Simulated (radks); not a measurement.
Problem. The mean radii <r> (bohr) of the occupied orbitals of an atom or ion are listed with their occupations. Method: Dirac Kohn-Sham, PBE, spin-unpolarised, spherical densities, finite nucleus; Fermi nuclear charge, rms radius of each element as measured or else 0.836 A^(1/3) + 0.57 fm; computed with a radial shooting solver on a logarithmic mesh with Libxc functionals.

orbital      occ.      <r>
1s1/2           2  0.02842
2s1/2           2   0.1222
2p1/2           2   0.1033
2p3/2           4   0.1087
3s1/2           2   0.3302
3p1/2           2   0.3208
3p3/2           4   0.3321
3d3/2           4   0.3033
3d5/2           6   0.3069
4s1/2           2   0.7907
4p1/2           2   0.8320
4p3/2           4   0.8610
4d3/2           4    1.016
4d5/2           6    1.028
5s1/2           1    2.083
5p1/2    0.666667    2.441
5p3/2     1.33333    2.527
6p1/2    0.333333    6.262
6p3/2    0.666667    6.396

Name the element and its charge. Open shells, if any, are shared by 2j + 1.

Solution. Z = 51, antimony, charge +1: Sb+ in [Kr] 4d10 5s1 5p2 6p1. The 1s radius gives Z: for a bare nucleus <r> = (2 gamma + 1)/(2Z) with gamma = sqrt(1 - (Z/c)^2), 0.028 bohr for Z = 51, and screening makes it slightly larger (0.02842 here). The occupations add up to 50, and the charge is Z minus that.
